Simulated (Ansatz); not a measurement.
Ansatz (a program for electronic structure) input (CCSD(T)/def2-TZVPPD):
A basis named .json is the Basis Set Exchange file of that set.

Ansatz 0.2 input:
```yaml
crystal:
  periodic: [false, false, false]
  atoms:
    - {symbol: C, position_ang: [-1.11056998, 0.02553653, -0.04779558]}
    - {symbol: Si, position_ang: [0.64940984, -0.11713465, 0.02966460]}
    - {symbol: H, position_ang: [-1.69010245, 0.94834355, -0.08800704]}
    - {symbol: H, position_ang: [-1.74251990, -0.86510146, -0.05979506]}
    - {symbol: H, position_ang: [1.00430453, 1.40342380, 0.01927110]}
basis:
  gaussian:
    orbitals: def2-TZVPPD.json
total_charge: -1
magnetization: {spin_polarized: false}
correlation: {method: ccsd_t, electrons: outside_noble_gas}
```

Output:

```
Functional definition: HF
integrals: 0.26 GiB planned
771 factors; integrals over basis functions are off by at most 1.1e-3 eV
mean field: 0.31 GiB planned
mean field evaluation 1: about -8938.0058 eV, gradient 1.3e1 eV
mean field evaluation 2: about -8938.0066 eV, gradient 1.3e1 eV
mean field evaluation 4: about -8938.8870 eV, gradient 9.8e-1 eV
mean field evaluation 8: about -8938.8928 eV, gradient 1.4e-4 eV
mean field evaluation 16: about -8938.8920 eV, gradient 3.5e-1 eV
mean field -8938.89282007 eV, -328.4982521384 hartree, gradient 4.4e-6 eV, S^2 0.000000; 0 other end points of the search recorded, 0 dependent functions left out; unrestricted orbitals would lower it
6 core orbitals not correlated
reference -8938.89282007 eV, -328.4982521384 hartree; 6, 6 occupied and 124, 124 virtual orbitals, 771 factors
second order -8.30788024 eV of doubles, -0.00000000 eV of singles
coupled cluster: 0.50 GiB planned
cycle   1  -8.69119064 eV  change   -3.8e-1 eV  update   8.1e-2
cycle   2  -8.98181816 eV  change   -2.9e-1 eV  update   2.8e-2
cycle   3  -9.03707800 eV  change   -5.5e-2 eV  update   1.3e-2
cycle   4  -9.03428146 eV  change    2.8e-3 eV  update   4.0e-3
cycle   5  -9.03449053 eV  change   -2.1e-4 eV  update   1.8e-3
cycle   6  -9.03427157 eV  change    2.2e-4 eV  update   6.7e-4
cycle   7  -9.03424581 eV  change    2.6e-5 eV  update   2.8e-4
cycle   8  -9.03432850 eV  change   -8.3e-5 eV  update   1.1e-4
cycle   9  -9.03431349 eV  change    1.5e-5 eV  update   3.1e-5
cycle  10  -9.03429941 eV  change    1.4e-5 eV  update   1.2e-5
perturbative correction -0.46340098 eV, -0.0170296719 hartree
Total energy: -8948.39052046 eV, -328.8472861898 hartree
```

It need not be the lowest isomer of its formula. Whether it binds its extra electron was not tested at this geometry.
